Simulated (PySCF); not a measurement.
A side-by-side comparison of computed properties.

First species: C7H9FO.
SMILES: `[C@@]1(CC[C@H]1C#C)(F)OC`

Second species: C₇H₉FO.
Structure used (PBE0-D3(BJ)/def2-SVP), in Å, numbered top down from 1:
```
atom  x, y, z in Å
C1    -1.2720    1.9329    0.5316
C2    -0.7929    0.7717    0.0809
C3    -1.3441   -0.5729   -0.1649
C4    -2.5203   -1.1746    0.0270
C5    -0.0054   -1.0745   -0.6695
F6     0.5399   -2.1085    0.0370
C7     0.6006    0.3354   -0.3395
O8     1.5140    0.3762    0.6996
C9     2.7972   -0.0540    0.3413
H10   -2.3243    2.0470    0.8048
H11   -0.6180    2.7997    0.6533
H12   -3.3746   -0.6348    0.4444
H13   -2.6555   -2.2332   -0.2082
H14    0.0129   -1.3382   -1.7411
H15    0.9919    0.8549   -1.2391
H16    2.8124   -1.1198    0.0565
H17    3.4467    0.0864    1.2159
H18    3.2047    0.5419   -0.4992
```

Levels: CAM-B3LYP/def2-SVPD for dipole moment, HOMO energy, LUMO energy, HOMO–LUMO gap, static isotropic polarisability and electronic spatial extent ⟨r²⟩ about the centre of nuclear charge; TDDFT CAM-B3LYP/def2-SVPD for lowest singlet excitation; TDA CAM-B3LYP/def2-SVPD for lowest triplet excitation (Tamm–Dancoff); ΔSCF CAM-B3LYP/def2-SVPD for vertical ionisation energy; PBE0-D3(BJ)/def2-SVP for rotational constant A and rotational constant C. Geometries: PBE0-D3(BJ)/def2-SVP. Each species is one conformer at its optimised geometry, gas phase, non-relativistic unless stated. Electronic properties by PySCF.

The conformers computed, where there is a choice (atom-mapped SMILES and torsion angles):
- `[CH:1]#[C:2][C@@H:3]1[CH2:4][CH2:5][C@:6]1([F:7])[O:8][CH3:9]`: C5–C6–O8–C9 -174°
- `[CH2:1]=[C:2]1[C:3](=[CH2:4])[C@H:5]([F:6])[C@@H:7]1[O:8][CH3:9]`: C5–C7–O8–C9 79°

Values for the first species:

```
Dipole moment                                                     : 1.06 D
HOMO energy                                                       : -8.95 eV
LUMO energy                                                       : 1.33 eV
HOMO–LUMO gap                                                     : 10.28 eV
Lowest singlet excitation                                         : 6.37 eV
Lowest triplet excitation (Tamm–Dancoff)                          : 5.25 eV
Static isotropic polarisability                                   : 83.2 au
Vertical ionisation energy                                        : 9.70 eV
Electronic spatial extent ⟨r²⟩ about the centre of nuclear charge : 1112 bohr²
Rotational constant A                                             : 2.072 GHz
Rotational constant C                                             : 1.144 GHz
```

Estimate the same properties for the second species, and the change in each.

| property | first | second | second less first |
| --- | --- | --- | --- |
| dipole moment | 1.06 D | 1.94 D | +0.88 D |
| HOMO energy | -8.95 eV | -8.29 eV | +0.66 eV |
| LUMO energy | 1.33 eV | -0.62 eV | -1.95 eV |
| HOMO–LUMO gap | 10.28 eV | 7.67 eV | -2.61 eV |
| lowest singlet excitation | 6.37 eV | 5.20 eV | -1.17 eV |
| lowest triplet excitation (Tamm–Dancoff) | 5.25 eV | 2.82 eV | -2.43 eV |
| static isotropic polarisability | 83.2 au | 91.4 au | +8.2 au |
| vertical ionisation energy | 9.70 eV | 9.00 eV | -0.70 eV |
| electronic spatial extent ⟨r²⟩ about the centre of nuclear charge | 1112 bohr² | 1218 bohr² | +106 bohr² |
| rotational constant A | 2.072 GHz | 2.357 GHz | +0.285 GHz |
| rotational constant C | 1.144 GHz | 0.980 GHz | -0.164 GHz |

On the first: S1 lies 3.91 eV below the HOMO–LUMO gap.

On the second: The 10 singlets span 5.20 to 7.71 eV, and their oscillator strengths add up to 0.57. No computed singlet falls in the visible range (750 to 380 nm, 1.65 to 3.26 eV); S1 lies 1.94 eV above its blue end.
